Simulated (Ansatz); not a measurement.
GaH₃OS₂ (`[OH][Ga]([SH])[SH]`) at its PBE0-D4/def2-TZVP geometry, where that method's forces vanish. Charge 0, multiplicity 1.

```csv
atom,x (Å),y (Å),z (Å)
O1,0.852,1.420,-0.733
Ga2,-0.031,0.024,-0.068
S3,-1.767,-0.800,-1.129
S4,0.719,-0.781,1.822
H5,0.503,1.753,-1.562
H6,-1.978,-1.752,-0.205
H7,1.702,0.135,1.873
```

Task: For each bond, give half the difference of the two atoms' forces along it (eV/Å; positive pushes the atoms apart) under PBE-D4, r2SCAN-D4, B3LYP-D4, ωB97M-V in def2-TZVPP. (Estimate.)

Result: The calculation gave: 
| bond | length (Å) | PBE-D4 | r2SCAN-D4 | B3LYP-D4 | ωB97M-V |
| --- | --- | --- | --- | --- | --- |
| O1–Ga2 | 1.780 | 0.30 | 0.03 | 0.17 | 0.08 |
| O1–H5 | 0.960 | 0.39 | 0.06 | -0.03 | -0.06 |
| Ga2–S3 | 2.195 | 0.04 | -0.02 | 0.09 | -0.03 |
| Ga2–S4 | 2.187 | 0.07 | -0.01 | 0.09 | -0.04 |
| S3–H6 | 1.344 | 0.25 | 0.02 | -0.02 | -0.09 |
| S4–H7 | 1.345 | 0.25 | 0.01 | -0.02 | -0.09 |

B3LYP here is the variant with VWN-RPA as its local correlation; programs differ in this.

Computed with Ansatz.
